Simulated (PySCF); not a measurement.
# Electric field gradients and quadrupole coupling constants

C₇H₉FOS.
Z-matrix (Å and degrees, GFN2-xTB geometry), rows numbered from 1:
```
C 
C   1  1.3232
C   2  1.4943  1  123.10
C   2  1.5183  1  120.55  3  -178.97
C   4  1.4961  2  111.68  1  -134.81
C   5  1.3189  4  115.47  2  -109.82
F   6  1.3357  5  125.95  4   179.62
S   6  1.8374  5  116.44  4     1.08
O   8  1.4624  6  106.07  5    96.23
C   4  1.5372  2  111.56  1   105.70
H   1  1.0772  2  122.35  3  -179.70
H   1  1.0762  2  121.53  3     0.36
H   3  1.0890  2  111.15  1  -131.42
H   3  1.0863  2  110.76  1   -10.23
H   3  1.0904  2  110.10  1   109.79
H   4  1.0952  2  108.09  1   -14.47
H   5  1.0786  4  120.19  2    68.58
H  10  1.0883  4  110.98  2  -141.40
H  10  1.0878  4  112.53  2   -18.45
```

Field gradients from the PBE0/pcSseg-1 density (PySCF, non-relativistic), principal values in atomic units, ordered |Vxx| ≤ |Vyy| ≤ |Vzz|:

```csv
atom,Vxx,Vyy,Vzz
S8,0.8616,1.1972,-2.0588
O9,-0.4498,-1.2382,1.6880
```

Question: Find the asymmetry η = (Vxx − Vyy)/Vzz and the couplings χ = eQV/h (234.96 MHz × Q in barn × V in au), with Q(33S) = −0.0678 b, Q(17O) = −0.0256 b.

Answer: 
| atom | environment | nucleus | η | χzz (MHz) | χxx (MHz) | χyy (MHz) |
| --- | --- | --- | --- | --- | --- | --- |
| S8 | sulfinyl sulfur | 33S | 0.16 | 32.80 | -13.73 | -19.07 |
| O9 | sulfinyl oxygen | 17O | 0.47 | -10.15 | 2.71 | 7.45 |

Question: What is Vzz at O9 in SI units (1 au = 9.71736 × 10²¹ V/m²)?

Answer: 1.6880 au = 16.403 × 10²¹ V/m².

Question: And the gradient at the other heavy atoms, for which no coupling is worked out here?

Answer: 
| atom | environment | Vzz (au) | η |
| --- | --- | --- | --- |
| C1 | terminal =CH2 carbon | 0.254 | 0.44 |
| C2 | fully substituted alkene carbon | 0.317 | 0.75 |
| C3 | allylic carbon | 0.095 | 0.82 |
| C4 | allylic carbon | 0.094 | 0.56 |
| C5 | alkene CH carbon | 0.249 | 0.27 |
| C6 | vinylic C–F carbon | 0.365 | 0.77 |
| F7 | vinyl fluorine | 3.006 | 0.09 |
| C10 | sp3 carbon bound to sulfur | 0.215 | 0.42 |

Question: What couplings would deuterons (Q(2H) = 0.00286 b) have in place of the hydrogens, at this geometry?

Answer: 
```
atom  bonded to  bond length (Å)  Vzz (au)     η  χzz (kHz)
 H11         C1            1.077    0.3379  0.06        227
 H12         C1            1.076    0.3387  0.06        228
 H13         C3            1.089    0.2894  0.05        194
 H14         C3            1.086    0.3177  0.03        213
 H15         C3            1.090    0.3106  0.04        209
 H16         C4            1.095    0.2933  0.00        197
 H17         C5            1.079    0.3306  0.05        222
 H18        C10            1.088    0.3085  0.03        207
 H19        C10            1.088    0.3062  0.03        206
```

Geometry: GFN2-xTB, one conformer, isolated molecule. GFN2-xTB bond lengths can be off by several hundredths of an ångström, more for odd bonds, and the gradients follow them. The basis is small and wasn't made for field gradients, so the couplings can be 20 % off.

These values come from a run that also computed NMR shieldings. Time: 55 s of wall time. Hardware: one thread, Arm Neoverse V1, shared host.
